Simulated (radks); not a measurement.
Values are calculated unless marked as measured or tabulated.
Mg7+, configuration [He] 2s1 2p(1/2: 2, 3/2: 0) (not the ground configuration).

Code: a radial shooting solver on a logarithmic mesh with Libxc functionals. Model: Dirac Kohn-Sham, PBE, spin-unpolarised, spherical densities, finite nucleus; Fermi nuclear charge, rms radius 3.057 fm.

Energy parts (Ry):
part                      energy
total                 -342.15561
kinetic                343.19389
electron-nucleus      -735.74814
Hartree                 71.32583
exchange-correlation   -20.92719

Orbitals (lengths in bohr, moments of r in powers of bohr):
orbital	occ.	eigenvalue (Ry)	<r^2>
1s1/2	2	-110.8007	0.02273
2s1/2	1	-19.64560	0.4106
2p1/2	2	-17.71153	0.3386
2p3/2	0	-17.67638	0.3401

The highest occupied level is 2p1/2 at -240.98 eV. Summed over all electrons, <r^2> = 1.133 bohr^2, which gives a Langevin (diamagnetic) susceptibility term of -0.898 x 10^-6 cm^3/mol. The electron density at the nucleus is 1144 e/bohr^3.
